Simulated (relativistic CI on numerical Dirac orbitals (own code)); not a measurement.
## What each ingredient does to the levels of Hf³⁷⁺

Base calculation: Dirac-Coulomb-Breit CI, orbitals from a KLI potential per configuration, model QED, unscaled Slater integrals.

Configuration list (outside the closed core [Ar] 3d10): 4s²4p⁵, 4s4p⁶, 4s²4p⁴4d, 4s4p⁵4d, 4s²4p⁴4f, 4s4p⁵4f, 4p⁶4d, 4s4p⁴4d², 4s²4p³4d4f, 4p⁶4f, 4p⁵4d4f, 4s²4p⁴5s, 4s4p⁴4f², 4p⁶5s, 4s²4p⁴5p, 4s4p⁴4d5s, 4s²4p³4f5s, 4s4p⁵5s, 4s²4p⁴5d, 4s4p⁵5p, 4s²4p⁴5f, 4s²4p⁴5g, 4s4p⁵5d, 4p⁵4f5s, 4s4p⁵5f, 4s²4p⁴6s, 4s²4p⁴6p, 4s²4p³4d², 4s²4p²4d³, 4s4p³4d³, 4s²4p²4d²4f, 4s4p³4d²4f, 4s²4p²4d²5s, 4p⁵4d², 4p⁴4d³, 4p⁴4d²4f, 4p⁴4d²5s, 4p⁵4d5s, 4p⁴4d4f5s, 4p⁴4d5s², 4s²4p³5s², 4s²4p²4d5s², 4s4p³4d5s², 4s²4p²4f5s², 4s4p³4f5s². Double excitations out of closed p, d and f shells are left out; levels of such configurations are missing from the list, as are those of other unlisted configurations, and high levels can miss mixing partners. These lack a partner that the ground configuration has and come out too high: 4s²4p⁴5p, 4s4p⁵5s, 4s²4p⁴5d, 4s4p⁵5p, 4s²4p⁴5f.

The lowest level and the first level of each name with at least 55 % of one term (blank where a level has no safe partner in the second run):

```csv
Level,Base (cm⁻¹),Shift (cm⁻¹)
4s²4p⁵ ²P°3/2,0,0
4s²4p⁵ ²P°1/2,643195,+10
4s²4p⁴4d ²D3/2,1250591,-51
4s²4p⁴4d ⁴F9/2,1301722,-54
4s4p⁶ ²S1/2,1497682,+79
4s²4p⁴4d ⁴D1/2,1750557,-65
4s²4p⁴4d ²G7/2,1831121,-64
4s²4p⁴4d ²G9/2,1962427,-71
4s4p⁵4d ⁴F°9/2,2633775,-85
```

At this charge energies of transitions that change n are usually good to better than 1 %, and those within a shell (Δn = 0) to a few per cent.

Task: One thing was changed in a second run, which moved the levels as shown. Which?
A. QED terms removed
B. configuration mixing switched off
C. one mean potential for all configurations
D. Breit term removed
E. P86 correlation estimate

Result: C. One mean potential for all configurations. One potential for all configurations removes the relaxation of the orbitals, which moves whole configurations and changes the integrals a little.

LS names give the leading component of a level, which can be under half, so a name can repeat, a term be missing and a line seem to break the LS rules.
